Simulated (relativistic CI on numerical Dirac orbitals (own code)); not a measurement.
# Mo4+ (4d2) in a crystal field

Calculated by Dirac-Coulomb-Breit CI, orbitals from a KLI potential per configuration, model QED (radiative potential, 1s self-energy scaled to tabulated hydrogen-like ionisation energies), valence Slater integrals scaled by 0.75, one configuration in a parametric crystal field (own radial code).

Field parameters in Wybourne normalisation: D4h B²₀ = −7Ds, B⁴₀ = 21(Dq − Dt), B⁴₄ = 21√(5/14) Dq. The field is a parameter set, without covalency.

S and J are read from ⟨S²⟩ = S(S + 1) and ⟨J²⟩ = J(J + 1) of each level; they are not fictitious spins.

D4h, 10Dq = 34650, Ds = -1500, Dt = 800 cm⁻¹, the lowest 16 levels:

```csv
E (cm⁻¹),Degeneracy,Irrep,S,J
0.0,1,B1,1.00,2.67
26.3,1,B2,1.00,2.73
509,2,E,1.00,3.01
825,1,A1,0.97,3.26
1089,1,A2,1.00,3.38
4288,1,A1,0.10,3.19
8704,2,E,0.94,3.15
8845,1,A1,1.00,3.17
10029,2,E,0.17,3.17
18274,1,B2,0.01,3.06
18478,1,B1,0.01,3.19
27177,1,B1,1.00,3.30
27187,2,E,1.00,3.26
27989,1,A1,0.02,2.95
33415,1,A1,1.00,1.83
33433,2,E,1.00,1.84
```

D4h, 10Dq = 34650, Ds = -1090, Dt = 800 cm⁻¹, the lowest 10 levels:

| E (cm⁻¹) | Degeneracy | Irrep | S | J |
| --- | --- | --- | --- | --- |
| 0.0 | 1 | B1 | 1.00 | 2.67 |
| 27.9 | 1 | B2 | 1.00 | 2.73 |
| 504 | 2 | E | 1.00 | 3.01 |
| 859 | 1 | A1 | 0.98 | 3.25 |
| 1090 | 1 | A2 | 1.00 | 3.38 |
| 5281 | 1 | A1 | 0.09 | 3.20 |
| 7608 | 2 | E | 0.98 | 3.15 |
| 7719 | 1 | A1 | 0.99 | 3.16 |
| 9980 | 2 | E | 0.06 | 3.16 |
| 17070 | 1 | B2 | 0.01 | 3.07 |

D4h, 10Dq = 34650, Ds = -680, Dt = 800 cm⁻¹, the lowest 10 levels:

| E (cm⁻¹) | Degeneracy | Irrep | S | J |
| --- | --- | --- | --- | --- |
| 0.0 | 1 | B1 | 1.00 | 2.67 |
| 29.8 | 1 | B2 | 1.00 | 2.73 |
| 498 | 2 | E | 1.00 | 3.00 |
| 869 | 1 | A1 | 0.99 | 3.23 |
| 1091 | 1 | A2 | 1.00 | 3.38 |
| 6078 | 1 | A1 | 0.49 | 3.26 |
| 6469 | 2 | E | 0.99 | 3.15 |
| 6768 | 1 | A1 | 0.75 | 3.11 |
| 9971 | 2 | E | 0.04 | 3.16 |
| 15865 | 1 | B2 | 0.01 | 3.08 |

D4h, 10Dq = 34650, Ds = -270, Dt = 800 cm⁻¹, the lowest 16 levels:

| E (cm⁻¹) | Degeneracy | Irrep | S | J |
| --- | --- | --- | --- | --- |
| 0.0 | 1 | B1 | 1.00 | 2.68 |
| 31.9 | 1 | B2 | 1.00 | 2.74 |
| 488 | 2 | E | 1.00 | 2.99 |
| 861 | 1 | A1 | 0.99 | 3.20 |
| 1093 | 1 | A2 | 1.00 | 3.38 |
| 5319 | 2 | E | 1.00 | 3.16 |
| 5322 | 1 | A1 | 0.98 | 3.25 |
| 7332 | 1 | A1 | 0.08 | 3.16 |
| 9972 | 2 | E | 0.03 | 3.16 |
| 14661 | 1 | B2 | 0.01 | 3.08 |
| 14842 | 1 | B1 | 0.01 | 3.20 |
| 25041 | 1 | A1 | 0.02 | 2.93 |
| 25984 | 1 | B1 | 1.00 | 3.29 |
| 25998 | 2 | E | 1.00 | 3.26 |
| 32655 | 1 | B2 | 0.99 | 3.13 |
| 32669 | 1 | B1 | 1.00 | 3.22 |

D4h, 10Dq = 34650, Ds = 140, Dt = 800 cm⁻¹, the lowest 10 levels:

```
E (cm⁻¹)  Degeneracy  Irrep     S     J
     0.0           1     B1  1.00  2.68
    34.5           1     B2  1.00  2.74
     470           2      E  1.00  2.97
     828           1     A1  0.99  3.14
    1095           1     A2  1.00  3.38
    4167           2      E  1.00  3.18
    4220           1     A1  0.99  3.29
    8196           1     A1  0.03  3.18
    9980           2      E  0.02  3.15
   13458           1     B2  0.01  3.09
```

The free-ion ground term has S = 1. Every field shown keeps that spin.

Levels of this model without a field, named by their leading LS term (the scale mimics covalency, so terms lie below those of the real free ion): ³F2 0, ³F3 1476, ³F4 3147, ¹D2 9873, ³P0 10590, ³P1 11196, ³P2 12750, ¹G4 14982 cm⁻¹.
